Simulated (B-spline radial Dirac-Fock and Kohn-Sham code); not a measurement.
**Total and shell-resolved photoionisation of Pd⁴⁺**

System: Pd⁴⁺, configuration 1s2 2s2 2p6 3s2 3p6 3d10 4s2 4p6 4d6.

Input of the calculation (task.json; shells as n, l, electrons):

```json
{"items": [{
  "Z": 46,
  "q": 4,
  "cfg": [[1, 0, 2], [2, 0, 2], [2, 1, 6], [3, 0, 2], [3, 1, 6], [3, 2, 10], [4, 0, 2], [4, 1, 6], [4, 2, 6]],
  "A": 106,
  "rrms": 4.5318,
  "do": ["binding", "quiet", "photo"],
  "hv": [32.4, 35.3, 39.0, 44.1, 70.5, 76.1, 91.6, 96.0, 370.0, 473.0, 796.0, 1120.0, 1740.0, 3540.0, 6070.0, 6790.0, 18500.0, 18700.0, 22500.0, 28900.0, 41900.0, 43400.0, 43800.0, 54900.0]
}]}
```

Command: `python xray_run.py task.json out`

Calculated with an atomic code on a B-spline grid, using the independent-particle Dirac-Slater model, thresholds from Dirac-Fock.

Computed thresholds (eV): K 24421.4, L1 3682.8, L2 3403.7, L3 3246.5, M1 744.3, M2 633.8, M3 605.7, M4 411.2, M5 405.9, N1 160.7, N2 123.6, N3 118.9, N4 64.39, N5 63.76.

```tsv
photon energy (eV)	total (b)	K (%)	L (%)	M (%)	N (%)
70.5	3.222e+06	–	–	–	100.0
76.1	1.874e+06	–	–	–	100.0
91.6	461800	–	–	–	100.0
96	331600	–	–	–	100.0
370	623500	–	–	–	100.0
473	3.888e+06	–	–	88.7	11.3
796	1.894e+06	–	–	90.6	9.4
1120	904000	–	–	90.0	10.0
1740	322900	–	–	89.0	11.0
3540	256100	–	78.6	18.7	2.7
6070	73850	–	82.0	15.5	2.5
6790	54870	–	82.0	15.5	2.5
18500	3504	–	82.0	15.3	2.7
18700	3400	–	82.0	15.3	2.7
22500	2015	–	81.9	15.3	2.8
28900	6633	85.1	12.2	2.3	0.4
41900	2440	86.1	11.4	2.1	0.4
43400	2215	86.1	11.4	2.1	0.4
43800	2160	86.1	11.3	2.1	0.4
54900	1153	86.5	11.0	2.1	0.4
```

Question: With what power of the photon energy does the total fall between 43800 and 54900 eV?

Answer: As E^-2.78. The non-relativistic Born limit for an s electron far above threshold is E^-3.5; near threshold and at relativistic energies the fall is slower.

Run: 3.9 s of CPU time on 1 thread of Intel(R) Xeon(R) Platinum 8488C (shared host), peak memory 0.34 GiB.
